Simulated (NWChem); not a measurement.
System: C4H6Si; SMILES [SiH3]C(=C)C#C

Input file for NWChem:

```
start job
memory heap 200 mb stack 900 mb global 1100 mb
geometry units angstroms noautoz
  C      0.830737     2.389066     0.000000
  C      0.189526     1.360728     0.000000
  C     -0.483293     0.101958     0.000000
  C     -1.829332     0.016273     0.000000
  Si     0.597501    -1.448084     0.000000
  H      1.368549     3.309541     0.000000
  H     -2.460970     0.902039     0.000000
  H     -2.335943    -0.944847     0.000000
  H      1.467749    -1.476445    -1.205070
  H      1.467749    -1.476445     1.205070
  H     -0.290178    -2.642004     0.000000
end
basis spherical
  * library cc-pvdz
end
dft
  xc hfexch
  iterations 150
  mulliken
end
task dft energy
```

Parts of the log:

```
             Northwest Computational Chemistry Package (NWChem) 7.3.0
             --------------------------------------------------------

 CS  symmetry detected

                             Geometry "geometry" -> ""
                             -------------------------

 Output coordinates in angstroms (scale by  1.889725989 to convert to a.u.)

  No.       Tag          Charge          X              Y              Z
 ---- ---------------- ---------- -------------- -------------- --------------
    1 C                    6.0000     0.76628472     2.39820346     0.00000000
    2 C                    6.0000     0.15478648     1.35192411     0.00000000
    3 C                    6.0000    -0.48170764     0.07440207     0.00000000
    4 C                    6.0000    -1.82474068    -0.04979594     0.00000000
    5 Si                  14.0000     0.64303350    -1.44405216     0.00000000
    6 H                    1.0000     1.27751537     3.33370290     0.00000000
    7 H                    1.0000    -2.48148637     0.81751777     0.00000000
    8 H                    1.0000    -2.30361913    -1.02503016     0.00000000
    9 H                    1.0000     1.51373677    -1.44747918    -1.20507000
   10 H                    1.0000     1.51373677    -1.44747918     1.20507000
   11 H                    1.0000    -0.21008968    -2.66290401     0.00000000

 Effective nuclear repulsion energy (a.u.)     182.6094800660

      Symmetry information
      --------------------

 Group name             Cs
 Group number              2
 Group order               2
 No. of unique centers    10

  xc_inp: hfexch multiplicative factor not found.

                                 NWChem DFT Module
                                 -----------------

 Summary of "ao basis" -> "ao basis" (spherical)
 ------------------------------------------------------------------------------
       Tag                 Description            Shells   Functions and Types
 ---------------- ------------------------------  ------  ---------------------
 C                          cc-pvdz                  6       14   3s2p1d
 Si                         cc-pvdz                  8       18   4s3p1d
 H                          cc-pvdz                  3        5   2s1p

      Symmetry analysis of basis
      --------------------------

        a'         74
        a"         30

            General Information
            -------------------
          SCF calculation type: DFT
          Wavefunction type:  closed shell.
          No. of atoms     :    11
          No. of electrons :    44
           Alpha electrons :    22
            Beta electrons :    22
          Charge           :     0
          Spin multiplicity:     1
          Use of symmetry is: on ; symmetry adaption is: on
          Maximum number of iterations: 150
          AO basis - number of functions:   104
                     number of shells:    50
          Convergence on energy requested:  1.00D-06
          Convergence on density requested:  1.00D-05
          Convergence on gradient requested:  5.00D-04

              XC Information
              --------------
                     Hartree-Fock (Exact) Exchange  1.000

      Superposition of Atomic Density Guess
      -------------------------------------

 Sum of atomic energies:        -442.49552637

      Non-variational initial energy
      ------------------------------

 Total energy =    -445.109727
 1-e energy   =    -967.428044
 2-e energy   =     339.708837
 HOMO         =      -0.289114
 LUMO         =      -0.041906

      Symmetry analysis of molecular orbitals - initial
      -------------------------------------------------

  Numbering of irreducible representations:

     1 a'          2 a"

  Orbital symmetries:

     1 a'          2 a'          3 a'          4 a'          5 a'
     6 a'          7 a'          8 a"          9 a'         10 a'
    11 a'         12 a'         13 a'         14 a'         15 a'
    16 a'         17 a"         18 a'         19 a"         20 a'
    21 a'         22 a"         23 a"         24 a'         25 a'
    26 a"         27 a'         28 a'         29 a'         30 a"
    31 a'         32 a'

     ---------------------------------------------
      Total Density - Mulliken Population Analysis
     ---------------------------------------------

    Atom       Charge   Shell Charges
 -----------   ------   -------------------------------------------------------
    1 C    6     6.46   2.00  0.73  0.88  1.94  0.87  0.04
    2 C    6     5.68   2.00  0.74  0.47  1.91  0.48  0.07
    3 C    6     6.33   2.00  0.73  0.61  1.91  1.01  0.07
    4 C    6     6.01   2.00  0.74  0.43  1.91  0.89  0.04
    5 Si  14    13.59   2.00  2.01  0.77  0.46  6.00  1.33  0.84  0.16
    6 H    1     0.91   0.63  0.25  0.03
    7 H    1     0.92   0.68  0.21  0.03
    8 H    1     0.92   0.68  0.21  0.03
    9 H    1     1.06   0.69  0.36  0.01
   10 H    1     1.06   0.69  0.36  0.01
   11 H    1     1.07   0.69  0.37  0.01

   convergence    iter        energy       DeltaE   RMS-Dens  Diis-err
 ---------------- ----- ----------------- --------- --------- ---------
 d= 0,ls=0.0,diis     1   -443.7506666828 -6.26D+02  5.23D-03  2.78D-01
 d= 0,ls=0.0,diis     2   -443.8087588514 -5.81D-02  2.16D-03  2.24D-02
 d= 0,ls=0.0,diis     3   -443.8136397744 -4.88D-03  6.46D-04  3.62D-03
 d= 0,ls=0.0,diis     4   -443.8142321311 -5.92D-04  1.31D-04  3.24D-04
 d= 0,ls=0.0,diis     5   -443.8142790426 -4.69D-05  5.91D-05  2.55D-05
  Resetting Diis
 d= 0,ls=0.0,diis     6   -443.8142849108 -5.87D-06  2.06D-05  1.71D-06
 d= 0,ls=0.0,diis     7   -443.8142855917 -6.81D-07  6.71D-06  2.80D-07

         Total DFT energy =     -443.814285591724
      One electron energy =     -970.959482067050
           Coulomb energy =      387.702548784968
    Exchange-Corr. energy =      -43.166832375635
 Nuclear repulsion energy =      182.609480065993

 Numeric. integr. density =        0.000000000000

                  Occupations of the irreducible representations
                  ----------------------------------------------

                     irrep           alpha         beta
                     --------     --------     --------
                     a'               18.0         18.0
                     a"                4.0          4.0

                       DFT Final Molecular Orbital Analysis
                       ------------------------------------

 Vector   20  Occ=2.000000D+00  E=-4.496359D-01  Symmetry=a"
              MO Center=  3.6D-01,  2.3D-01, -7.7D-15, r^2= 4.3D+00
   Bfn.  Coefficient  Atom+Function         Bfn.  Coefficient  Atom+Function
  ----- ------------  ---------------      ----- ------------  ---------------
    20      0.285918   2 C  pz                6      0.228017   1 C  pz
    34      0.224247   3 C  pz               90      0.192757   9 H  s
    95     -0.192757  10 H  s                66     -0.179331   5 Si pz
    48      0.162634   4 C  pz               23      0.161254   2 C  pz
    37      0.149952   3 C  pz                9      0.138376   1 C  pz

 Vector   21  Occ=2.000000D+00  E=-3.838861D-01  Symmetry=a'
              MO Center=  3.8D-01,  1.5D+00, -8.1D-16, r^2= 2.5D+00
   Bfn.  Coefficient  Atom+Function         Bfn.  Coefficient  Atom+Function
  ----- ------------  ---------------      ----- ------------  ---------------
     4      0.341973   1 C  px               18      0.297241   2 C  px
     7      0.228397   1 C  px               19     -0.198471   2 C  py
    21      0.198638   2 C  px                5     -0.187443   1 C  py
    22     -0.152437   2 C  py                8     -0.132408   1 C  py
    65     -0.125638   5 Si py               32     -0.124339   3 C  px

 Vector   22  Occ=2.000000D+00  E=-3.440037D-01  Symmetry=a"
              MO Center= -3.8D-01,  9.1D-01,  9.7D-17, r^2= 3.5D+00
   Bfn.  Coefficient  Atom+Function         Bfn.  Coefficient  Atom+Function
  ----- ------------  ---------------      ----- ------------  ---------------
     6      0.314501   1 C  pz               48     -0.304849   4 C  pz
    34     -0.253910   3 C  pz               51     -0.252140   4 C  pz
    20      0.244489   2 C  pz                9      0.225955   1 C  pz
    37     -0.214101   3 C  pz               23      0.183549   2 C  pz
    91     -0.066382   9 H  s                96      0.066382  10 H  s

 Vector   23  Occ=0.000000D+00  E= 1.017447D-01  Symmetry=a"
              MO Center= -7.5D-01,  4.1D-01,  1.8D-15, r^2= 3.9D+00
   Bfn.  Coefficient  Atom+Function         Bfn.  Coefficient  Atom+Function
  ----- ------------  ---------------      ----- ------------  ---------------
    51      0.611348   4 C  pz               37     -0.437910   3 C  pz
     9      0.351502   1 C  pz               48      0.346652   4 C  pz
    34     -0.263909   3 C  pz                6      0.215118   1 C  pz
    23     -0.192619   2 C  pz               91     -0.190933   9 H  s
    96      0.190933  10 H  s                69     -0.185009   5 Si pz

 Vector   24  Occ=0.000000D+00  E= 1.543792D-01  Symmetry=a'
              MO Center=  3.3D-01, -1.2D+00, -1.2D-14, r^2= 6.3D+00
   Bfn.  Coefficient  Atom+Function         Bfn.  Coefficient  Atom+Function
  ----- ------------  ---------------      ----- ------------  ---------------
    67      1.034631   5 Si px               68     -0.943962   5 Si py
    22     -0.865573   2 C  py               36     -0.820466   3 C  py
     3      0.723085   1 C  s                45      0.530591   4 C  s
    91     -0.439677   9 H  s                96     -0.439677  10 H  s
    86     -0.435293   8 H  s                 7     -0.396340   1 C  px

[...]
```

Level: Hartree-Fock/cc-pVDZ. Structure relaxed at the B3LYP/6-31G* (spherical d) level.
